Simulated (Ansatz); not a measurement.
Z-matrix (Å, degrees):
```
C
Se 1 1.967
H 1 1.088 2 110.2
H 1 1.088 2 106.5 3 -118.7
H 1 1.088 2 110.1 3 122.6
Ti 2 2.400 1 93.3 3 -60.6
F 6 1.758 2 107.5 1 -57.7
O 6 1.763 2 105.1 1 -179.3
F 6 1.760 2 108.5 1 59.7
H 8 0.958 6 142.5 2 99.4
```

Total charge 0; spin multiplicity 1.

Q: List the r2SCAN/def2-TZVPP orbital energies in eV (Ansatz 0.2.0). (Best estimate.)

A: The calculation gave: Occupied: -12333.97, -4857.50, -1574.63, -1411.87, -1411.83, -1411.81, -666.13, -665.98, -539.47, -516.69, -449.59, -449.57, -449.54, -274.08, -210.74, -154.20, -154.04, -153.98, -64.64, -54.54, -54.51, -54.45, -54.33, -54.33, -40.96, -40.90, -40.53, -30.11, -29.87, -26.28, -19.68, -16.13, -13.54, -11.39, -11.24, -11.18, -11.14, -10.84, -10.64, -10.53, -10.15, -9.45, -9.14, -8.88, -7.17, -6.14. Lowest empty: -3.20, -3.11, -2.30, -2.04, -1.63, -0.21, 0.01, 1.39.
